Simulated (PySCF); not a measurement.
Work out the structure from these simulated measurements.

Formula: Cl3HSi.

* Rotational structure: rotational constants A, B, C: 2.425, 2.414, 1.301 GHz [PBE0-D3(BJ)/def2-SVP]
* UV, first state: lowest singlet excitation: 7.73 eV (160 nm, f = 0.000) [TDDFT CAM-B3LYP/def2-SVPD]
* XPS: Si2p3/2 109.8, Cl2p3/2 206.8 (×3), Si1s 1849.9, Cl1s 2829.4 (×3) eV [ΔSCF SCAN, pcX-2 on the ionised atom, pcseg-1 elsewhere, spin-free X2C, 2p3/2 from a spin–orbit splitting computed afterwards within the 2p shell]
* Triplet: lowest triplet excitation (Tamm–Dancoff): 7.27 eV [TDA CAM-B3LYP/def2-SVPD]
* Polarisability: 64.9 au [CAM-B3LYP/def2-SVPD]
* Dipole: 1.00 D [CAM-B3LYP/def2-SVPD]
* 1H NMR: chemical shifts (computed TMS as zero) by class: 6.25 (1 H) ppm [GIAO KT3/pcSseg-2]

Gas-phase values; electronic properties from PySCF, density fitting. Levels stand in brackets. Isolated species at its PBE0-D3(BJ)/def2-SVP geometry, gas phase. NMR values are class means; diastereotopic atoms form classes of their own.

Question: What is the compound? Reason from the data.

Answer: Numbering: `[Cl:1][SiH:2]([Cl:3])[Cl:4]`. Its formula, Cl3HSi, gives 0 degrees of unsaturation, so no ring and no π bond. The one hydrogen (6.25 ppm): Si–H hydrogen. The core levels belong to: Si2p3/2 109.8 eV, chlorine-bound silicon [Si2]; Cl2p3/2 206.8 eV, silicon-bound chlorine [Cl1/Cl3/Cl4]; Si1s 1849.9 eV, chlorine-bound silicon [Si2]; Cl1s 2829.4 eV, silicon-bound chlorine [Cl1/Cl3/Cl4]. The optimised geometry has point group C3v and is an oblate symmetric top (the spread among constants that symmetry makes equal is optimisation noise). Structure: trichlorosilane (`Cl[SiH](Cl)Cl`). The assignments are read from this structure; whether some other isomer fits the data as well wasn't checked.
